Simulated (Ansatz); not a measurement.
**Molecular dynamics of H$_{4}$OSn**

input.yaml

```yaml
crystal:
  periodic: [false, false, false]
  atoms:
    - { symbol: Sn, position_ang: [-0.024072, -0.024905, -0.059264] }
    - { symbol: O, position_ang: [0.007819, -0.101447, 1.917715] }
    - { symbol: H, position_ang: [-0.849767, -0.13903, 2.33474] }
    - { symbol: H, position_ang: [1.621459, 0.014153, -0.474883] }
    - { symbol: H, position_ang: [-0.850881, 1.38882, -0.545265] }
    - { symbol: H, position_ang: [-0.812258, -1.418992, -0.654143] }
basis:
  gaussian: { orbitals: def2-SVP }
hamiltonian:
  xc: { name: BHLYP }
  dispersion: d4
md:
  timestep: 0.25
  n_steps: 150
  ensemble: nvt_langevin
  temperature: 300.0
  initial_velocities: maxwell_boltzmann
  seed: 48599
  friction: 0.001
  temperature_schedule:
    - { n_steps: 37, end_temperature: 300.0 }
    - { n_steps: 113, end_temperature: 75.0 }
```

Launched with:

```bash
$ ansatz run input.yaml --threads 1 --pin off --max-ram 2048MiB --backend cpu --events-out ev --progress --plain --runs-dir out
```

It starts from a relaxed structure.

Output, in part (one step line in 6, the closing report, with atoms numbered from 0):

```
md step     0: t =     0.00 fs  T =   250.0 K (target 300.0 K)  F+E_penalty+E_count = -7938.32884534 eV  E_kin = 0.193890 eV  (22 SCF iters)
md step     6: t =     1.50 fs  T =   217.6 K (target 300.0 K)  F+E_penalty+E_count = -7938.30057969 eV  E_kin = 0.168779 eV  (24 SCF iters)
md step    12: t =     3.00 fs  T =   189.8 K (target 300.0 K)  F+E_penalty+E_count = -7938.27877078 eV  E_kin = 0.147238 eV  (22 SCF iters)
md step    18: t =     4.50 fs  T =   185.5 K (target 300.0 K)  F+E_penalty+E_count = -7938.27490898 eV  E_kin = 0.143847 eV  (24 SCF iters)
md step    24: t =     6.00 fs  T =   154.0 K (target 300.0 K)  F+E_penalty+E_count = -7938.25589219 eV  E_kin = 0.119429 eV  (22 SCF iters)
md step    30: t =     7.50 fs  T =   169.9 K (target 300.0 K)  F+E_penalty+E_count = -7938.27076488 eV  E_kin = 0.131747 eV  (24 SCF iters)
md step    36: t =     9.00 fs  T =   182.2 K (target 300.0 K)  F+E_penalty+E_count = -7938.27457218 eV  E_kin = 0.141316 eV  (24 SCF iters)
md step    42: t =    10.50 fs  T =   150.7 K (target 291.0 K)  F+E_penalty+E_count = -7938.24535284 eV  E_kin = 0.116866 eV  (24 SCF iters)
md step    48: t =    12.00 fs  T =   138.1 K (target 279.1 K)  F+E_penalty+E_count = -7938.23453150 eV  E_kin = 0.107089 eV  (24 SCF iters)
md step    54: t =    13.50 fs  T =   126.0 K (target 267.1 K)  F+E_penalty+E_count = -7938.22316311 eV  E_kin = 0.097682 eV  (22 SCF iters)
md step    60: t =    15.00 fs  T =   144.5 K (target 255.2 K)  F+E_penalty+E_count = -7938.23366440 eV  E_kin = 0.112104 eV  (23 SCF iters)
md step    66: t =    16.50 fs  T =   203.5 K (target 243.3 K)  F+E_penalty+E_count = -7938.27831428 eV  E_kin = 0.157811 eV  (24 SCF iters)
md step    72: t =    18.00 fs  T =   200.6 K (target 231.3 K)  F+E_penalty+E_count = -7938.27201508 eV  E_kin = 0.155581 eV  (23 SCF iters)
md step    78: t =    19.50 fs  T =   191.8 K (target 219.4 K)  F+E_penalty+E_count = -7938.26458897 eV  E_kin = 0.148737 eV  (24 SCF iters)
md step    84: t =    21.00 fs  T =   205.7 K (target 207.4 K)  F+E_penalty+E_count = -7938.27347707 eV  E_kin = 0.159522 eV  (24 SCF iters)
md step    90: t =    22.50 fs  T =   200.1 K (target 195.5 K)  F+E_penalty+E_count = -7938.26249749 eV  E_kin = 0.155222 eV  (22 SCF iters)
md step    96: t =    24.00 fs  T =   227.9 K (target 183.5 K)  F+E_penalty+E_count = -7938.28587309 eV  E_kin = 0.176734 eV  (24 SCF iters)
md step   102: t =    25.50 fs  T =   243.8 K (target 171.6 K)  F+E_penalty+E_count = -7938.30337683 eV  E_kin = 0.189082 eV  (24 SCF iters)
md step   108: t =    27.00 fs  T =   209.9 K (target 159.6 K)  F+E_penalty+E_count = -7938.27940384 eV  E_kin = 0.162760 eV  (24 SCF iters)
md step   114: t =    28.50 fs  T =   194.7 K (target 147.7 K)  F+E_penalty+E_count = -7938.26934387 eV  E_kin = 0.151024 eV  (24 SCF iters)
md step   120: t =    30.00 fs  T =   169.2 K (target 135.7 K)  F+E_penalty+E_count = -7938.24794327 eV  E_kin = 0.131250 eV  (24 SCF iters)
md step   126: t =    31.50 fs  T =   145.1 K (target 123.8 K)  F+E_penalty+E_count = -7938.22898843 eV  E_kin = 0.112510 eV  (21 SCF iters)
md step   132: t =    33.00 fs  T =   189.8 K (target 111.8 K)  F+E_penalty+E_count = -7938.26020480 eV  E_kin = 0.147217 eV  (24 SCF iters)
md step   138: t =    34.50 fs  T =   190.3 K (target 99.9 K)  F+E_penalty+E_count = -7938.25341840 eV  E_kin = 0.147611 eV  (24 SCF iters)
md step   144: t =    36.00 fs  T =   171.7 K (target 87.9 K)  F+E_penalty+E_count = -7938.24202258 eV  E_kin = 0.133168 eV  (24 SCF iters)
md step   150: t =    37.50 fs  T =   176.6 K (target 76.0 K)  F+E_penalty+E_count = -7938.25139914 eV  E_kin = 0.136976 eV  (22 SCF iters)
Total energy: -7938.25155627 eV, -291.7253639526 hartree
Atom 0 at    -0.047439    -0.007233    -0.044945 Å, force    -1.064233    -0.306583    -0.358299 eV/Å
Atom 1 at     0.218443    -0.130453     1.910943 Å, force     0.004177     0.024709     0.072045 eV/Å
Atom 2 at    -0.080802    -0.928807     2.345626 Å, force    -0.005311     0.125750    -0.195468 eV/Å
Atom 3 at     1.486851     0.183742    -0.733254 Å, force     0.090831     0.027096    -0.024744 eV/Å
Atom 4 at    -1.160947     1.283647    -0.435755 Å, force     0.508488    -0.265654     0.287155 eV/Å
Atom 5 at    -0.896237    -1.452086    -0.586566 Å, force     0.466047     0.394682     0.219313 eV/Å
Dipole moment:    -0.078682    -0.213496    -0.211344 e Å
```

All steps were run. The schedule's set-point averaged 150 K over the second half and the system 194 K, so it lags behind the ramp. A run of 0.037 ps of so small a system gives no equilibrium averages.

The same pairs are bonded in the first frame and the last. Pairs count as bonded within 1.25 times the sum of covalent radii (0.12 Å more for H–H).

Last frame:

```xyz
6
Properties=species:S:1:pos:R:3
Sn -0.047 -0.007 -0.045
O 0.218 -0.131 1.911
H -0.081 -0.929 2.346
H 1.487 0.184 -0.733
H -1.161 1.284 -0.436
H -0.896 -1.452 -0.587
```

The run took 6 min on 1 thread of Intel(R) Xeon(R) Platinum 8259CL CPU @ 2.50GHz (Skylake/Cascade Lake), with other jobs on the host, peak memory 0.14 GiB.
